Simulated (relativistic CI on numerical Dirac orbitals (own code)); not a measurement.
Method of calculation: Dirac-Coulomb-Breit CI, KLI orbitals optimised for each configuration, model QED, unscaled Slater integrals (own radial code, finite nucleus).

The strongest absorption lines from the ground level of an ion, among the configurations computed and to levels below about 6240 eV (vacuum wavelength in Å, gf): 2.7060 (0.099), 2.7488 (0.069), 3.7384 (0.27), 3.8052 (0.021), 3.9106 (0.25), 9.4696 (0.00049), 23.868 (0.6), 81.653 (0.053).

Question: Which ion is it?
A. Ta59+
B. Er56+
C. Pt66+
D. Ta61+

Answer: D. Ta61+ has 12 electrons and the ground level 3s2 1S_0; the strongest line goes to 3s.3p 1P°_1. The pattern of lines fixes the number of electrons, and along that sequence the line energies rise steadily with the charge (about as its square where n changes within one kind of shell, about linearly where n is kept but much faster in heavy ions where fine structure, which grows about as Z⁴, sets the gap, and irregularly where shells cross), which fixes Z. Configurations outside the model, such as inner-shell arrays, can give stronger lines. At this charge energies of transitions that change n are usually good to better than 1 %, and those within a shell (Δn = 0) to a few per cent.

LS names give the leading component of a level, which can be under half, so a name can repeat, a term be missing and a line seem to break the LS rules.
